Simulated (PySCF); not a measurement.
Match the calculated data to a structure.

All candidates are C10H10.

* Dipole: 0.63 D [PBE0/pcSseg-1]
* 13C NMR: chemical shifts (computed TMS as zero) by class: 155.6 (1 C), 147.0 (1 C), 141.1 (1 C), 128.6 (1 C), 127.1 (1 C), 117.3 (1 C), 55.1 (1 C), 53.9 (1 C), 45.4 (1 C), 44.1 (1 C) ppm [GIAO PBE0/pcSseg-1]
* 1H NMR: chemical shifts (computed TMS as zero) by class: 6.81 (1 H), 5.89 (1 H), 5.48 (1 H), 5.31 (1 H), 5.25 (1 H), 5.21 (1 H), 3.45 (1 H), 3.09 (1 H), 2.93 (1 H), 2.89 (1 H) ppm [GIAO PBE0/pcSseg-1]
* Rotational structure: rotational constants A, B, C: 2.962, 1.259, 1.071 GHz [GFN2-xTB]

Gas-phase values; electronic properties from PySCF, density fitting. Levels stand in brackets. One conformer (not necessarily the lowest) at the GFN2-xTB geometry, without solvent, vibrations or thermal averaging. NMR classes are plain means over equivalent atoms (diastereotopic ones count apart unless rotation or inversion swaps them), as if these changed places fast.

Task: Which candidate is it?
A. `C=CC1=C[C@@H]2[C@@H]3C=C[C@H]1[C@H]23`
B. `C[C@H]1C=Cc2ccccc21`
C. `C#Cc1ccc(CC)cc1`

Result: A. It is `C=CC1=C[C@@H]2[C@@H]3C=C[C@H]1[C@H]23`. Numbering: `[CH2:1]=[CH:2][C:3]1=[CH:4][C@@H:5]2[C@@H:6]3[CH:7]=[CH:8][C@H:9]1[C@H:10]23`. Its formula, C10H10, gives 6 degrees of unsaturation: 3 rings and 3 π bonds in the structure found. 10 carbons fall into 10 classes; from least to most shielded: fully substituted alkene carbon [C3] (155.6 ppm), alkene CH carbon [C8] (147.0 ppm), alkene CH carbon [C2] (141.1 ppm), alkene CH carbon [C4] (128.6 ppm), alkene CH carbon [C7] (127.1 ppm), terminal =CH2 carbon [C1] (117.3 ppm), sp3 carbon at a ring junction [C9] (55.1 ppm), sp3 carbon at a ring junction [C10] (53.9 ppm), sp3 carbon at a ring junction [C6] (45.4 ppm), sp3 carbon at a ring junction [C5] (44.1 ppm). Hydrogen classes from least to most shielded: 1 H on an alkene CH carbon, C2 (6.81 ppm), 1 H on an alkene CH carbon, C8 (5.89 ppm), 1 H on a terminal =CH2 carbon, C1 (5.48 ppm), 1 H on an alkene CH carbon, C7 (5.31 ppm), 1 H on a terminal =CH2 carbon, C1 (5.25 ppm), 1 H on an alkene CH carbon, C4 (5.21 ppm), 1 H on an sp3 carbon at a ring junction, C9 (3.45 ppm), 1 H on an sp3 carbon at a ring junction, C10 (3.09 ppm), 1 H on an sp3 carbon at a ring junction, C6 (2.93 ppm), 1 H on an sp3 carbon at a ring junction, C5 (2.89 ppm). The optimised geometry has point group C1 and is an asymmetric top.

The others, at the same levels:
- `C[C@H]1C=Cc2ccccc21` fails: its computed 13C shifts are 155.6 (1 C), 149.8 (1 C), 149.7 (1 C), 138.3 (1 C), 132.0 (1 C), 130.1 (1 C), 127.9 (1 C), 126.5 (1 C), 49.5 (1 C), 18.6 (1 C) ppm, 1H shifts are 7.71 (1 H), 7.68 (1 H), 7.57 (1 H), 7.48 (1 H), 7.05 (1 H), 6.71 (1 H), 3.57 (1 H), 1.29 (3 H) ppm and rotational constant A is 2.628 GHz (against 2.962 GHz).
- `C#Cc1ccc(CC)cc1` fails: it has 8 carbon classes against 10; its computed 13C shifts are 152.1 (1 C), 140.0 (2 C), 133.3 (2 C), 123.9 (1 C), 89.4 (1 C), 86.3 (1 C), 35.3 (1 C), 22.2 (1 C) ppm, 1H shifts are 7.84 (2 H), 7.45 (2 H), 2.74 (1 H), 2.64 (2 H), 1.21 (3 H) ppm and rotational constant A is 4.421 GHz (against 2.962 GHz).

Each candidate is one conformer, not necessarily the lowest. The conformers computed, where there is a choice (atom-mapped SMILES and torsion angles):
- `[CH:1]#[C:2][c:3]1[cH:4][cH:5][c:6]([CH2:7][CH3:8])[cH:9][cH:10]1`: C5–C6–C7–C8 -89°

The conformers of `C=CC1=C[C@@H]2[C@@H]3C=C[C@H]1[C@H]23` aren't listed.
